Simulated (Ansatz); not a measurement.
trans-NiH2(PH3)2 (NiP2H8). Total charge 0; singlet. Geometry PBE-D4/def2-SVP, basis def2-TZVP, Ansatz.

```tsv
atom	x (Å)	y (Å)	z (Å)
Ni1	0.124	0.014	0.116
H2	1.216	0.126	1.150
P3	-1.176	1.293	1.138
H4	-2.478	0.797	1.482
H5	-1.629	2.472	0.455
H6	-0.907	1.930	2.398
H7	-0.981	-0.099	-0.931
P8	1.212	-1.290	-1.103
H9	1.443	-0.904	-2.466
H10	0.633	-2.571	-1.395
H11	2.542	-1.769	-0.843
```

| run | HOMO (eV) | LUMO (eV) |
| --- | --- | --- |
| A | -7.57 | 0.37 |
| B | -6.08 | -0.89 |
| C | -4.83 | -1.58 |
| D | -9.07 | 1.50 |
| E | -4.78 | -1.80 |
| F | -6.38 | -0.58 |

LC-ωPBE has ω = 0.4 bohr⁻¹. B3LYP takes the VWN-RPA correlation.

The runs used B3LYP, B97M-V, BHLYP, LC-ωPBE, LDA (SPW92), PBE0. Estimate which is which.

A BHLYP (50 % exact exchange); B B3LYP (20 % exact exchange); C B97M-V (0 % exact exchange); D LC-ωPBE (range-separated); E LDA (SPW92) (0 % exact exchange); F PBE0 (25 % exact exchange). Exact exchange lowers occupied and raises empty levels; among semilocal functionals meta-GGAs tend to open the gap a little, and such runs are hard to tell apart. The gap grows from 2.98 eV (LDA (SPW92)) to 10.56 eV (LC-ωPBE).
